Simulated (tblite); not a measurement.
Compound: C₅H₄F₄O (charge +1 and doublet state).
Numbering: `[CH2+:1][CH:2][O:3]/[C:4]([F:5])=[CH:6]/[C:7]([F:8])([F:9])[F:10]` (hydrogens: H11, H12 on C1; H13 on C2; H14 on C6)

Computed geometry: GFN2-xTB, gas phase. This method treats the open shell by occupation alone, without spin polarisation.

**Question.** Give the optimised bond lengths and angles.

**Answer.** 
```
                bond  length (Å)
               C1–C2       1.357
               C2–O3       1.339
               O3–C4       1.312
               C4–F5       1.310
               C4=C6       1.361
               C6–C7       1.519
C7–F8, C7–F9, C7–F10       1.328
              C1–H11       1.081
              C1–H12       1.079
              C2–H13       1.088
              C6–H14       1.084
```

Bonds in one row agree within 0.01 Å and their mean is given. A selection of angles:
```
    angle  degrees
 C1–C2–O3    118.6
 C2–O3–C4    124.6
 O3–C4–F5    116.0
 O3–C4–C6    120.9
 F5–C4–C6    123.1
 C4–C6–C7    124.9
 C6–C7–F8    109.0
C6–C7–F10    113.5
 F8–C7–F9    108.3
```

Dihedral angles: C1–C2–O3–C4 180° (antiperiplanar); C2–O3–C4–F5 0° (synperiplanar); O3–C4–C6–C7 180° (antiperiplanar); C4–C6–C7–F8 121° (anticlinal).

C1 (carbon bonded to C and 2 H) is planar (angles 121.3°, 120.5° and 118.2°, sum 360.0°, 0.00 Å off the plane of its three neighbours). C4 (carbon bonded to C, F and O) is planar (angles 123.1°, 120.9° and 116.0°, sum 360.0°, 0.00 Å off the plane of its three neighbours). The C–C distances run from 1.357 Å (C1–C2, drawn single) to 1.519 Å (C6–C7, drawn single), a spread of 0.162 Å. C2 (carbon bonded to C, O and H) is planar (angles 122.8°, 118.6° and 118.5°, sum 360.0°, 0.00 Å off the plane of its three neighbours). C6 (carbon bonded to 2 C and H) is planar (angles 124.9°, 120.2° and 114.9°, sum 360.0°, 0.00 Å off the plane of its three neighbours). Of the pairs four or more bonds apart, F5···H13 is among the closest relative to their van der Waals radii: 2.33 Å, 87 % of the sum of Bondi's values. The 4 C–F bonds span 1.310 Å (C4–F5, drawn single) to 1.331 Å (C7–F9, drawn single), a spread of 0.021 Å.

Point group: Cs (tolerance 0.08 Å). GFN2-xTB frequencies show an imaginary mode (22i cm⁻¹), so the point is no minimum at that level. Torsions: H–C1–C2–O3 0° and 180°, C1–C2–O3–C4 180°, C2–O3–C4–F5 0°. 3 starts were optimised and ended at 0.00, 0.99 and 5.59 kcal/mol (GFN2-xTB); the lowest of these is shown.

Hardware: Intel Xeon at 2.50 GHz, one thread, shared host with 64 logical CPUs at a one-minute load of 62. Cost: 0.64 s wall. This is the geometry optimisation.

One conformer stands for the species.
